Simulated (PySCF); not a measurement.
BeCl (SMILES [Be+][Cl]), charge +1, singlet, at a GFN2-xTB geometry (such geometries of metal compounds can be far from the true shape); PBE/STO-3G (PySCF).

PySCF was given this input:
```python
from pyscf import gto, scf, dft

mol = gto.M(
    atom='''
Be   -0.000000   -0.000000   -1.345505
Cl    0.000000    0.000000    0.316589
''',
    basis='sto-3g',
    charge=1,
    spin=0,
    verbose=4,
)

mf = dft.RKS(mol)
mf.xc = 'pbe'
mf.grids.becke_scheme = dft.gen_grid.stratmann
mf.kernel()
```

The log (banner, timings and long lists left out):

```
PySCF version 2.14.0

[INPUT] verbose = 4
[INPUT] num. atoms = 2
[INPUT] num. electrons = 20
[INPUT] charge = 1
[INPUT] spin (= nelec alpha-beta = 2S) = 0
[INPUT] symmetry False subgroup None
[INPUT] Mole.unit = angstrom
[INPUT] Symbol           X                Y                Z      unit          X                Y                Z       unit  Magmom
[INPUT]  1 Be     0.000000000000   0.000000000000  -1.345505000000 AA    0.000000000000   0.000000000000  -2.542635949233 Bohr   0.0
[INPUT]  2 Cl     0.000000000000   0.000000000000   0.316589000000 AA    0.000000000000   0.000000000000   0.598266504050 Bohr   0.0

nuclear repulsion = 21.6498286754901
number of shells = 8
number of NR pGTOs = 42
number of NR cGTOs = 14
basis = sto-3g
ecp = {}

******** <class 'pyscf.dft.rks.RKS'> ********
method = RKS
initial guess = minao
damping factor = 0
level_shift factor = 0
DIIS = <class 'pyscf.scf.diis.CDIIS'>
diis_start_cycle = 1
diis_space = 8
diis_damp = 0
SCF conv_tol = 1e-09
SCF conv_tol_grad = None
SCF max_cycles = 50
direct_scf = True
direct_scf_tol = 1e-13
XC library pyscf.dft.libxc version 7.1.2
    S. Lehtola, C. Steigemann, M. J. T. Oliveira, and M. A. L. Marques,  SoftwareX 7, 1–5 (2018)
XC functionals = pbe
    J. P. Perdew, K. Burke, and M. Ernzerhof,  Phys. Rev. Lett. 77, 3865 (1996)
    J. P. Perdew, K. Burke, and M. Ernzerhof,  Phys. Rev. Lett. 78, 1396 (1997)
    J. P. Perdew, K. Burke, and M. Ernzerhof,  Phys. Rev. Lett. 77, 3865 (1996)
    J. P. Perdew, K. Burke, and M. Ernzerhof,  Phys. Rev. Lett. 78, 1396 (1997)
radial grids:
    Treutler-Ahlrichs [JCP 102, 346 (1995); DOI:10.1063/1.469408] (M4) radial grids

becke partition: Stratmann, Scuseria, Frisch. CPL, 257, 213 (1996); DOI:10.1016/0009-2614(96)00600-8
pruning grids: <function nwchem_prune>
grids dens level: 3
symmetrized grids: False
atomic radii adjust function: <function treutler_atomic_radii_adjust>
small_rho_cutoff = 0
Set gradient conv threshold to 3.16228e-05
Initial guess from minao.
tot grids = 32608
init E= -469.39614734242
  HOMO = -0.384297167487991  LUMO = -0.122931180868211  gap/eV = 7.11213
cycle= 1 E= -469.133958730861  delta_E= 0.262  |g|= 0.323  |ddm|= 2.37
  HOMO = -0.489539978263693  LUMO = -0.460139018307825  gap/eV = 0.80004
cycle= 2 E= -468.375520880645  delta_E= 0.758  |g|= 1.53  |ddm|= 2.82
  HOMO = -0.540991585585719  LUMO = -0.424337406648843  gap/eV = 3.17432
cycle= 3 E= -469.196581652917  delta_E= -0.821  |g|= 0.136  |ddm|= 1.91
  HOMO = -0.557571143311665  LUMO = -0.42288313583632  gap/eV = 3.66505
cycle= 4 E= -469.205460363459  delta_E= -0.00888  |g|= 0.0133  |ddm|= 0.231
  HOMO = -0.55979864665617  LUMO = -0.42223062693893  gap/eV = 3.74342
cycle= 5 E= -469.205554133849  delta_E= -9.38e-05  |g|= 5.76e-05  |ddm|= 0.0282
  HOMO = -0.559817457084494  LUMO = -0.422220090456865  gap/eV = 3.74422
cycle= 6 E= -469.205554135817  delta_E= -1.97e-09  |g|= 2.44e-05  |ddm|= 0.000274
  HOMO = -0.559810485346001  LUMO = -0.422218448016817  gap/eV = 3.74407
cycle= 7 E= -469.205554136117  delta_E= -3e-10  |g|= 2.06e-06  |ddm|= 4.32e-05
  HOMO = -0.559809586365666  LUMO = -0.422218837447751  gap/eV = 3.74403
Extra cycle  E= -469.205554136111  delta_E= 5.85e-12  |g|= 3.95e-06  |ddm|= 1.23e-05
converged SCF energy = -469.205554136111
```
